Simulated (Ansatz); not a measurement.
System: ethynyl(dimethyl)borane, C4H7B (charge 0, singlet). 
Coordinates optimised at B3LYP-D3(BJ)/def2-TZVP (Ansatz, a quantum-chemistry and plane-wave program):
```xyz
12

C      2.1383    -0.9330     0.0504
C      1.0313    -0.4500     0.0243
B     -0.3651     0.1593    -0.0086
C     -0.5286     1.7107     0.1406
C     -1.6070    -0.7789    -0.1910
H      3.1128    -1.3581     0.0734
H      0.2631     2.1906     0.7170
H     -1.5036     2.0041     0.5356
H     -0.4691     2.1309    -0.8740
H     -1.3980    -1.6954    -0.7438
H     -1.9147    -1.0909     0.8178
H     -2.4687    -0.2710    -0.6292
```
Charge 0, spin multiplicity 1.

Quantity: atomisation energy (electronic, to ground-state atoms), in kcal/mol. Valence correlation only, unless marked. Open shells are spin-unrestricted. No spin-orbit coupling. Non-relativistic unless marked X2C. The coupled-cluster limit lacks core correlation, which all-electron functionals hold. CBS(X,Y): correlation extrapolated as X^-3; Hartree-Fock from the larger set.

```csv
level,program,atomisation energy (kcal/mol)
HF/aug-cc-pVTZ,Ansatz,915.7
BLYP-D3(BJ)/def2-TZVPD,Ansatz + dftd3,1199.7
BLYP/def2-TZVPD,Ansatz,1189.2
B3LYP-D3(BJ)/def2-TZVPD,Ansatz + dftd3,1204.2
```

Task: What does CCSD(T)/CBS(aug-cc-pVTZ,aug-cc-pVQZ) (Ansatz) give?

Result: 1195.8 kcal/mol, so B3LYP-D3(BJ)/def2-TZVPD differs from it by 8.4 kcal/mol.
